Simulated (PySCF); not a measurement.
## ECD: SMILES CO[C@@H]1C[C@H]1C(N)=O, C₅H₉NO₂

Cartesian coordinates in Å; atom numbers follow the order of the lines, from 1:
```xyz
17

C     2.515    0.366    0.428
O     1.835   -0.779   -0.034
C     0.518   -0.841    0.392
C    -0.433   -1.684   -0.372
C    -0.563   -0.178   -0.451
C    -1.691    0.468    0.270
N    -2.194    1.574   -0.339
O    -2.122    0.068    1.330
H     3.529    0.300    0.040
H     2.542    0.394    1.523
H     2.041    1.286    0.064
H     0.382   -0.769    1.469
H    -1.191   -2.209    0.188
H    -0.064   -2.194   -1.247
H    -0.243    0.292   -1.372
H    -1.889    1.879   -1.245
H    -2.979    2.038    0.085
```

Computed, not measured: TDDFT wB97X-D/aug-cc-pVDZ circular dichroism and optical rotation, one conformer, gas phase (PySCF). Geometry: GFN2-xTB.

The molecule is flexible and this is one conformer; a measurement averages over conformers.

Question: Assign R or S to each stereocentre.

Answer: C3 R, C5 R.

Question: List the lowest 16 singlet excitations with oscillator and rotatory strengths.

Answer: Rotatory strengths R in 10⁻⁴⁰ esu² cm², velocity form and length form (origin at the centre of mass); f in length form.
```csv
state,E (eV),λ (nm),f,R (velocity),R (length),main
1,5.87,211,0.001,-0.5,-0.4,"HOMO−1→LUMO+9 0.36, HOMO→LUMO+9 0.24"
2,6.60,188,0.007,-21.1,-21.2,"HOMO→LUMO 0.59, HOMO−2→LUMO 0.19"
3,6.79,183,0.017,+14.7,+14.7,"HOMO−2→LUMO 0.54, HOMO→LUMO 0.15"
4,6.92,179,0.017,+10.4,+10.4,"HOMO−1→LUMO 0.50, HOMO→LUMO+1 0.21"
5,7.06,176,0.016,-9.8,-9.8,"HOMO→LUMO+2 0.33, HOMO→LUMO+1 0.19"
6,7.28,170,0.110,+0.6,+0.4,"HOMO→LUMO+2 0.24, HOMO→LUMO+3 0.18"
7,7.38,168,0.087,-3.8,-3.4,"HOMO→LUMO+3 0.20, HOMO→LUMO+9 0.17"
8,7.52,165,0.066,+27.0,+27.4,"HOMO−1→LUMO 0.18, HOMO→LUMO+3 0.15"
9,7.57,164,0.098,-18.9,-18.8,"HOMO−2→LUMO+9 0.27, HOMO−2→LUMO+8 0.19"
10,7.61,163,0.026,+14.6,+14.7,"HOMO−1→LUMO+3 0.25, HOMO−1→LUMO+2 0.15"
11,7.69,161,0.001,+0.5,+0.5,"HOMO−2→LUMO+2 0.31, HOMO−2→LUMO+3 0.21"
12,7.80,159,0.011,+3.9,+4.1,"HOMO−1→LUMO+2 0.28, HOMO−1→LUMO+3 0.13"
13,7.84,158,0.036,+4.8,+4.9,"HOMO→LUMO+4 0.27, HOMO−1→LUMO+1 0.16"
14,7.96,156,0.014,-21.7,-22.0,"HOMO→LUMO+8 0.21, HOMO−1→LUMO+3 0.11"
15,8.09,153,0.010,-4.7,-4.8,"HOMO→LUMO+4 0.18, HOMO−1→LUMO+4 0.15"
16,8.16,152,0.008,+2.0,+1.9,"HOMO−3→LUMO 0.37, HOMO−3→LUMO+2 0.13"
```

Among the states computed, the strongest CD band (largest |R|) is state 8. The largest dissymmetry factor in size, g = 4R/(D+G), with D and G the electric and magnetic dipole strengths, is -0.028 for state 2 (velocity form, f = 0.007), among bands with |R| over 0.5. The mirror image has the same energies and oscillator strengths and all R with the opposite sign.
